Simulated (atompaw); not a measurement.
# u(r) = r·R(r): atom against pseudo-atom (H (Z = 1))

Columns: radius, all-electron u(r) and pseudo u(r) of the 1s shell (level -6.49 eV) of hydrogen in the configuration 1s1; PBE, scalar-relativistic, PAW (atompaw) scheme, atompaw 4.2.0.5.

```csv
r (bohr),all-electron,pseudo
0.056,0.1016,0.0621
0.112,0.1920,0.1236
0.167,0.2706,0.1828
0.223,0.3413,0.2413
0.279,0.4033,0.2974
0.335,0.4574,0.3507
0.390,0.5036,0.4000
0.446,0.5441,0.4466
0.502,0.5788,0.4893
0.558,0.6081,0.5280
0.613,0.6322,0.5620
0.669,0.6524,0.5923
0.725,0.6686,0.6184
0.781,0.6814,0.6403
0.837,0.6909,0.6582
0.892,0.6975,0.6719
0.948,0.7016,0.6824
1.004,0.7035,0.6895
1.060,0.7034,0.6937
1.115,0.7014,0.6951
1.171,0.6978,0.6941
1.227,0.6928,0.6909
1.283,0.6865,0.6858
1.338,0.6792,0.6791
1.394,0.6709,0.6709
1.450,0.6617,0.6617
```

Problem. How many radial nodes do the two functions have?

Solution. The all-electron 1s function has n − l − 1 = 0; the pseudo-wave has 0.

Problem. Is the pseudo-wave norm-conserving?

Solution. No, it belongs to a PAW set: the norm inside the radius is not constrained, and the difference is carried by the augmentation charge.
